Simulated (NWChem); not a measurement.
System: C2H8OSi; SMILES C[SiH2]CO

Input file for NWChem:

```
start job
memory heap 200 mb stack 900 mb global 1100 mb
geometry units angstroms noautosym nocenter noautoz
  C      0.982232     1.582981     0.135358
  Si    -0.616145     0.644848    -0.156991
  C     -0.420406    -1.155081     0.414705
  O      0.693434    -1.697248    -0.259522
  H      0.942396     2.598963    -0.285448
  H      1.200536     1.664309     1.211464
  H      1.811547     1.038121    -0.341087
  H     -0.972321     0.660907    -1.610367
  H     -1.754001     1.251869     0.608450
  H     -0.294484    -1.165631     1.517961
  H     -1.358945    -1.708038     0.204106
  H      0.807825    -2.611618     0.017647
end
basis spherical
  * library 6-31g*
end
dft
  xc m05-2x
  iterations 150
end
cosmo
  do_cosmo_smd true
  solvent water
end
task dft energy
```

NWChem printed, in part:

```
             Northwest Computational Chemistry Package (NWChem) 7.3.0
             --------------------------------------------------------

                             Geometry "geometry" -> ""
                             -------------------------

 Output coordinates in angstroms (scale by  1.889725989 to convert to a.u.)

  No.       Tag          Charge          X              Y              Z
 ---- ---------------- ---------- -------------- -------------- --------------
    1 C                    6.0000     0.98223200     1.58298100     0.13535800
    2 Si                  14.0000    -0.61614500     0.64484800    -0.15699100
    3 C                    6.0000    -0.42040600    -1.15508100     0.41470500
    4 O                    8.0000     0.69343400    -1.69724800    -0.25952200
    5 H                    1.0000     0.94239600     2.59896300    -0.28544800
    6 H                    1.0000     1.20053600     1.66430900     1.21146400
    7 H                    1.0000     1.81154700     1.03812100    -0.34108700
    8 H                    1.0000    -0.97232100     0.66090700    -1.61036700
    9 H                    1.0000    -1.75400100     1.25186900     0.60845000
   10 H                    1.0000    -0.29448400    -1.16563100     1.51796100
   11 H                    1.0000    -1.35894500    -1.70803800     0.20410600
   12 H                    1.0000     0.80782500    -2.61161800     0.01764700

 Effective nuclear repulsion energy (a.u.)     172.9441139987

                                 NWChem DFT Module
                                 -----------------

 Summary of "ao basis" -> "ao basis" (spherical)
 ------------------------------------------------------------------------------
       Tag                 Description            Shells   Functions and Types
 ---------------- ------------------------------  ------  ---------------------
 C                           6-31g*                  6       14   3s2p1d
 Si                          6-31g*                  8       18   4s3p1d
 O                           6-31g*                  6       14   3s2p1d
 H                           6-31g*                  2        2   2s

 in cosmo_initialize ...
 calling solv_data for solv:h2o

 solvent parameters
 solvname_short: h2o
 solvname_long:  water
 dielec:       78.4000
 dielecinf:     1.7769
 aqueous SMD model solvent descriptors
 dielec:       78.4000
 sola:          0.8200

          ---------------
          -cosmo- solvent
          ---------------
 Cosmo: York-Karplus, doi: 10.1021/jp992097l
 dielectric constant -eps-     =  78.40
 screen = (eps-1)/(eps    )    =   0.98724
 surface charge correction     = lagrangian

   van der Waals surface
 --------------------------

[...]

                                COSMO-SMD solvation results
                                ---------------------------

             internal energy in gas <Psi(g)|H|Psi(g)> =      -445.660282778771
         internal energy in solvent <Psi(s)|H|Psi(s)> =      -445.658452579071
                               delta internal energy  =         0.001830199700 (    1.15 kcal/mol)
   total free energy in solvent <Psi(s)|H+V/2|Psi(s)> =      -445.671816717184
 polarization energy contribution <Psi(s)|V/2|Psi(s)> =        -0.013364138114 (   -8.39 kcal/mol)
    total free energy in solvent including G(SMD-CDS) =      -445.665536104160
                       G(SMD-CDS) energy contribution =         0.006280613024 (    3.94 kcal/mol)
     1 M fixed-concentration free energy of solvation =        -0.005253325389 (   -3.30 kcal/mol)

                       DFT Final Molecular Orbital Analysis
                       ------------------------------------

 Vector   19  Occ=2.000000D+00  E=-3.779861D-01
              MO Center=  8.3D-02,  8.6D-01, -7.5D-02, r^2= 3.2D+00
   Bfn.  Coefficient  Atom+Function         Bfn.  Coefficient  Atom+Function
  ----- ------------  ---------------      ----- ------------  ---------------
    21     -0.345516   2 Si px                3      0.330014   1 C  px
     7      0.203187   1 C  px               70      0.154282   9 H  s
    17      0.145722   2 Si px               68      0.142097   8 H  s
     4      0.134412   1 C  py               51      0.132759   4 O  pz
    69      0.129162   9 H  s                67      0.124719   8 H  s

 Vector   20  Occ=2.000000D+00  E=-3.510675D-01
              MO Center=  1.5D-01, -1.3D+00,  4.5D-02, r^2= 2.3D+00
   Bfn.  Coefficient  Atom+Function         Bfn.  Coefficient  Atom+Function
  ----- ------------  ---------------      ----- ------------  ---------------
    51      0.404490   4 O  pz               55      0.334957   4 O  pz
    49      0.287410   4 O  px               53      0.237029   4 O  px
    37     -0.215694   3 C  pz               72     -0.203204  10 H  s
    71     -0.184433  10 H  s                74      0.153087  11 H  s
    73      0.135226  11 H  s                35     -0.127904   3 C  px

 Vector   21  Occ=2.000000D+00  E=-3.482360D-01
              MO Center= -1.9D-01, -4.6D-01,  1.2D-01, r^2= 2.9D+00
   Bfn.  Coefficient  Atom+Function         Bfn.  Coefficient  Atom+Function
  ----- ------------  ---------------      ----- ------------  ---------------
    36     -0.359865   3 C  py               22      0.342247   2 Si py
    40     -0.224451   3 C  py               50      0.209288   4 O  py
    54      0.157305   4 O  py               74      0.147711  11 H  s
    18     -0.140633   2 Si py                3     -0.135286   1 C  px
     4     -0.134573   1 C  py               52      0.134770   4 O  s

 Vector   22  Occ=0.000000D+00  E= 9.046288D-02
              MO Center= -8.0D-01,  7.7D-01, -2.8D-01, r^2= 5.0D+00
   Bfn.  Coefficient  Atom+Function         Bfn.  Coefficient  Atom+Function
  ----- ------------  ---------------      ----- ------------  ---------------
    26     -1.122737   2 Si py                6      1.060154   1 C  s
    25     -0.837533   2 Si px               38     -0.716001   3 C  s
     7     -0.271407   1 C  px               52      0.210876   4 O  s
    76     -0.200584  12 H  s                66     -0.159492   7 H  s
    27      0.155703   2 Si pz               22     -0.148852   2 Si py

 Vector   23  Occ=0.000000D+00  E= 1.028523D-01
              MO Center= -2.4D-01,  6.5D-03, -1.4D-01, r^2= 5.5D+00
   Bfn.  Coefficient  Atom+Function         Bfn.  Coefficient  Atom+Function
  ----- ------------  ---------------      ----- ------------  ---------------
    38     -0.921531   3 C  s                25      0.909776   2 Si px
    26     -0.830827   2 Si py               70      0.624754   9 H  s
     6     -0.600749   1 C  s                52     -0.495819   4 O  s
    24      0.476714   2 Si s                40     -0.409206   3 C  py
    76      0.368262  12 H  s                72      0.241151  10 H  s

 Vector   24  Occ=0.000000D+00  E= 1.291778D-01
              MO Center= -4.5D-01,  1.4D-01,  4.1D-01, r^2= 5.2D+00
   Bfn.  Coefficient  Atom+Function         Bfn.  Coefficient  Atom+Function
  ----- ------------  ---------------      ----- ------------  ---------------
    27      1.324327   2 Si pz               68      1.003667   8 H  s
     6     -0.607887   1 C  s                52      0.546539   4 O  s
    70     -0.496177   9 H  s                76     -0.472125  12 H  s
    38     -0.469734   3 C  s                25      0.416155   2 Si px
    24      0.311681   2 Si s                39     -0.305332   3 C  px

     Multipole analysis of the density
     ---------------------------------

     L   x y z        total         alpha         beta         nuclear
     -   - - -        -----         -----         ----         -------
     0   0 0 0     -0.000000    -21.000000    -21.000000     42.000000

     1   1 0 0     -0.089879     -0.682676     -0.682676      1.275472
     1   0 1 0     -0.528163     -0.024247     -0.024247     -0.479669
     1   0 0 1      0.702673      0.021528      0.021528      0.659616

     2   2 0 0    -26.061833    -63.436270    -63.436270    100.810706
     2   1 1 0      0.870916     -1.901835     -1.901835      4.674586
     2   1 0 1      0.353657      0.137336      0.137336      0.078986
     2   0 2 0    -19.783163   -144.895485   -144.895485    270.007807
     2   0 1 1     -1.722005      0.975244      0.975244     -3.672493
     2   0 0 2    -25.744610    -28.943536    -28.943536     32.142462
```

Level: M05-2X/6-31G* (spherical d), SMD on the gas-phase geometry. Geometry: optimised at PBE0/def2-SVP. Solvent: water.
